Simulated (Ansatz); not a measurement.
`C#[C][In]([F])[F]` + HCl → `C#[C][In]([F])[Cl]` + H–F  (ligand exchange at the In–F bond)

Program: Ansatz. Geometries: PBE0-D4/def2-TZVP. ΔE: electronic, gas phase. CBS: MP2 limit from def2 TZ/QZ plus the TZ coupled-cluster correction, frozen cores. This one scheme is used for every species. Functionals use def2-TZVPP. def2 core potentials past Kr. For In outer-core shells are correlated without core-valence functions, which leaves a few kJ/mol of doubt a bond.

```csv
level,ΔE (kcal/mol)
PBE0-D4,-15.2
BHLYP-D4,-15.3
ωB97X-V,-13.0
LC-ωPBE,-12.2
CCSD/def2-SVP,-12.8
HF/def2-TZVPP,-15.5
SCS-MP2/def2-TZVPP,-14.4
CCSD/def2-TZVPP,-14.6
```

What does CCSD(T)/CBS give? (Best estimate.)

Ansatz gave: -14.7 kcal/mol. The listed levels differ from it by -0.5, -0.6, 1.7, 2.5, 1.9, -0.8, 0.3, 0.1 kcal/mol.

Largest T1 diagnostic among the species: 0.017.

The D4 term adds −0.8 kcal/mol with B3LYP and −0.5 kcal/mol with PBE0; it sums over pairs of atoms, weighted by their polarisabilities, and B3LYP, whose exchange is more repulsive, gets the larger term. From BLYP to BHLYP (50 % exact exchange), in def2-TZVPP and without D4, ΔE moves by −3.6 kcal/mol.

B3LYP here is the variant with VWN-RPA as its local correlation; programs differ in this.
